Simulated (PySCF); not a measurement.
# Computed NMR parameters against published values

Structure with atom numbers: `[CH3:1][C@@H:2]1[CH2:3][CH2:4][CH2:5][CH2:6][C@H:7]1[CH3:8]`. Each H is labelled by its parent atom. Ha(C3), Ha(C4), Ha(C5), Ha(C6) are cis to C1 on the ring; Hb(C3), Hb(C4), Hb(C5), Hb(C6) are trans to C1 on the ring.

The experiment to reproduce: δ ¹H H(C2)/H(C7) 0.94; H(C1)/H(C8) 0.88 ppm (measured; solution, not stated in the table (CDCl3 in this author's series); The use of chemical shift calculations in the conformational analysis of substituted benzenes, New J. Chem. 2019 (ESI)).

Level of theory: coordinates at the GFN2-xTB level, shieldings: GIAO PBE0/pcSseg-1, in PySCF 2.14.0 with density-fitted response routines (non-relativistic Hamiltonian, a single conformation, averaged over atoms made equivalent by symmetry, fast rotation or ring inversion, no solvent model).

Problem. What does the calculation give, and how does it compare?

Solution. 
Reference values: measured (solution, not stated in the table (CDCl3 in this author's series); The use of chemical shift calculations in the conformational analysis of substituted benzenes, New J. Chem. 2019 (ESI)).
```csv
atoms,quantity,reference,computed,"computed, scaled"
H(C2)/H(C7),δ ¹H,0.94,0.74,0.78
H(C1)/H(C8),δ ¹H,0.88,0.97,1.00
```

Computed shifts are σ(ref) − σ with the named reference compound (TMS for H and C) calculated as an isolated molecule at the same level. The measured values may be among those fitted. Shieldings were converted by linear fits to measured shifts (mostly CDCl3, TMS scale, for H and C): ¹H (scatter 0.17 ppm rms, 0.18 ppm with the 4 outliers that the fit left out). Occasional misses reach two or three times the rms, and more in compound classes unlike the fitted ones.

Problem. How far are the unscaled ¹H shifts from the references?

Solution. Mean signed difference -0.05 ppm, mean absolute 0.14 ppm over 2 comparisons; the largest is -0.20 ppm at H(C2)/H(C7) (hydrogen on an sp3 CH in a ring).

2 of the 6 published NMR values on file for this molecule are compared.
